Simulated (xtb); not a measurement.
ReO₄, SMILES [O]=[Re-](=[O])(=[O])=[O], charge -1, multiplicity 1. All values are semi-empirical tight-binding results from xtb (GFN2-xTB unless named), good for trends rather than for accurate numbers. Coordinates come from a GFN2-xTB optimisation. The multiplicity is an assumed one; other spin states were not compared. The isomer is the one that the SMILES or the coordinates give; other isomers of the formula were not compared.

Optimised geometry:

```xyz
5

Re     0.0000     0.0000     0.0000
O      0.9774     0.9774    -0.9774
O     -0.9774     0.9774     0.9774
O     -0.9774    -0.9774    -0.9774
O      0.9774    -0.9774     0.9774
```
Charge -1, spin multiplicity 1.

For metal compounds this method's bond lengths and energies can be far off.

The point group as xtb finds it is Td and the orbital gap is 4.05 eV. The zero-point energy is 6.5 kcal/mol and the G − E(el) at 298.15 K (modified RRHO) comes out as -11.0 kcal/mol.

### Question
Give the atomic charges and the Wiberg bond orders between heavy atoms. (Estimate from the structure and the level; the computed values follow.)

### Answer
charges (e) Re1 0.76, O2 -0.44, O3 -0.44, O4 -0.44, O5 -0.44. Bond orders Re1–O2 1.93, Re1–O3 1.93, Re1–O4 1.93, Re1–O5 1.93.
